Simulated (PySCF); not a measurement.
C3H2O, SMILES C(#C)C=O.

Geometry: B3LYP-D3(BJ)/def2-SVP.

The numbers are results of TDDFT-PBE0/def2-SVPD run with PySCF, not measurements.

Vertical excitations. The molecule is in vacuum. State labels are in the subgroup Cs.

| state | symmetry | energy (eV) | λ (nm) | f | main pairs |
|---|---|---|---|---|---|
| S1 | A" | 3.76 | 330 | 0.000 | HOMO→LUMO 99 % |
| S2 | A" | 4.79 | 259 | 0.000 | HOMO−1→LUMO 99 % |
| S3 | A' | 5.77 | 215 | 0.118 | HOMO−2→LUMO 82 %, HOMO−1→LUMO+1 15 % |
| S4 | A" | 6.99 | 177 | 0.000 | HOMO−2→LUMO+1 95 % |
| S5 | A' | 7.00 | 177 | 0.003 | HOMO→LUMO+1 97 % |
| S6 | A' | 8.02 | 155 | 0.015 | HOMO→LUMO+2 89 % |
| S7 | A' | 8.31 | 149 | 0.313 | HOMO−1→LUMO+1 54 %, HOMO−1→LUMO+2 18 %, HOMO−2→LUMO+4 16 %, HOMO−2→LUMO 8 % |
| S8 | A' | 8.58 | 144 | 0.135 | HOMO−1→LUMO+2 76 %, HOMO−2→LUMO+4 12 % |
| S9 | A" | 8.59 | 144 | 0.046 | HOMO−2→LUMO+2 91 % |
| S10 | A" | 8.72 | 142 | 0.009 | HOMO→LUMO+4 69 %, HOMO−4→LUMO 19 % |
| T1 | A" | 3.12 | 397 | 0 | HOMO→LUMO 97 % |
| T2 | A' | 3.93 | 316 | 0 | HOMO−2→LUMO 93 % |
| T3 | A" | 4.42 | 281 | 0 | HOMO−1→LUMO 95 % |
| T4 | A' | 5.55 | 223 | 0 | HOMO−1→LUMO+1 84 % |
Triplets are in the Tamm–Dancoff approximation, which puts them higher than full response would, so one can lie above its singlet here.
